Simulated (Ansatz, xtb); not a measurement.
**Two isomers of C2H11BNP**

We compare I, `NCC[BH2-][PH3+]`, a singlet, with II, `CC[NH2+][BH2-]P`, a singlet. Both are isolated molecules in the gas phase, relaxed with PBE0-D3(BJ)/def2-SVP; each stands in its lowest conformer found.

Estimate E(II) − E(I) at the level CCSD(T)/def2-SVP + ΔMP2/def2-TZVPP.

Calculated at CCSD(T)/def2-SVP + ΔMP2/def2-TZVPP: E(II) − E(I) = −17.7 kcal/mol, so structure II lies lower.

Level by level:

```csv
level,geometry,E(II) − E(I) (kcal/mol),departure from the last row (kcal/mol),"job, with rough time for the two"
GFN2-xTB,GFN2-xTB,−4.7,+13.0,"optimisation, 0.42 s"
HF/STO-3G,GFN2-xTB,−30.2,−12.6,"single point, 0.44 s"
r2SCAN-D4/def2-SVP,GFN2-xTB,−20.7,−3.0,"single point, 5.7 s"
PBE0-D3(BJ)/def2-SVP,PBE0-D3(BJ)/def2-SVP,−17.4,+0.3,"optimisation, 85 s"
HF/def2-SVP,PBE0-D3(BJ)/def2-SVP,−21.1,−3.4,part of the CCSD(T) run
MP2/def2-SVP,PBE0-D3(BJ)/def2-SVP,−18.8,−1.2,part of the CCSD(T) run
CCSD(T)/def2-SVP,PBE0-D3(BJ)/def2-SVP,−19.9,−2.3,single point
CCSD(T)/def2-SVP + ΔMP2/def2-TZVPP,PBE0-D3(BJ)/def2-SVP,−17.7,,"single point, 71 s"
```

As drawn, II has 1 B–N, 1 C–H in place of 1 C–B, 1 P–H.

The levels shown agree on the order. The largest departure from CCSD(T)/def2-SVP + ΔMP2/def2-TZVPP is that of GFN2-xTB, 13.0 kcal/mol. The last row adds to CCSD(T) the change of the MP2 difference between the two basis sets, here +2.3 kcal/mol.

With thermal terms from frequencies at re-optimised GFN2-xTB minima (ideal gas, soft modes damped towards free rotors, one conformer each, 298.15 K, 1 atm): on the last row, ΔE + ΔZPE = −16.4, ΔH = −15.8, ΔG = −17.7 kcal/mol.

The correlated steps freeze 9 core orbitals. Run with Ansatz 0.2.0, xtb 6.7.1; the last row on 2 threads of Arm Neoverse V1 on a shared host.
